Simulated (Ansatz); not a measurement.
Basis-set extrapolation for `C=C(F)/C(F)=C/F` (PBE0-D4/def2-TZVP geometry, frozen core, the Gaussian-basis code of Ansatz). Multiplicity 1, RHF reference.

```csv
,def2-TZVPP,def2-QZVPP
HF,-451.659445,-451.679131
MP2 correlation,-1.361499,-1.474471
CCSD(T) correlation,-1.438754,not run
```

Energies in hartree. Use E(X) = E(∞) + A·exp(−7.88·√X) for Hartree–Fock and E(X) = E(∞) + B·X^(−2.97) for correlation, with X = 3 and 4, and add CCSD(T) minus MP2 of the smaller set to the MP2 limit.

Task: What is the CCSD(T) energy at the basis-set limit?

Result: HF limit: -451.679131 + (-0.019686) × 0.13774 = -451.68184. MP2 limit: -1.474471 + (-0.112972) × 0.74074 = -1.55815. Higher-order term: -1.438754 − (-1.361499) = -0.07726. Total: -453.31725 hartree, 575.1 kJ/mol below CCSD(T)/def2-TZVPP.
